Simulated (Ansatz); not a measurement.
Z-matrix (Å, degrees):
```
C
C 1 1.501
H 1 1.090 2 108.8
H 1 1.090 2 110.5 3 119.6
H 1 1.089 2 109.7 3 -119.7
F 2 1.367 1 110.0 3 -62.3
F 2 1.359 1 109.3 3 54.2
C 2 1.527 1 116.2 3 176.0
F 8 1.377 2 108.2 1 -59.6
C 8 1.506 2 113.3 1 62.1
H 8 1.095 2 107.7 1 -176.2
F 10 1.376 8 109.5 2 167.4
H 10 1.093 8 110.2 2 48.0
H 10 1.094 8 110.5 2 -73.7
```

Total charge 0; spin multiplicity 1.

(1) List the ωB97M-V/def2-TZVPP orbital energies in eV (Ansatz). (Best estimate.)

Results:

(1) The calculation gave: Occupied: -678.27, -678.12, -677.86, -677.64, -286.43, -284.30, -284.06, -282.02, -38.23, -36.97, -36.62, -36.51, -25.89, -24.23, -22.13, -20.30, -18.66, -18.61, -18.10, -17.24, -17.00, -16.60, -16.04, -15.34, -15.11, -14.56, -14.42, -14.34, -13.94, -13.65, -12.73, -12.44, -11.97. Lowest empty: 2.55, 3.38, 3.48, 3.88, 4.19, 4.37, 4.68, 5.06.
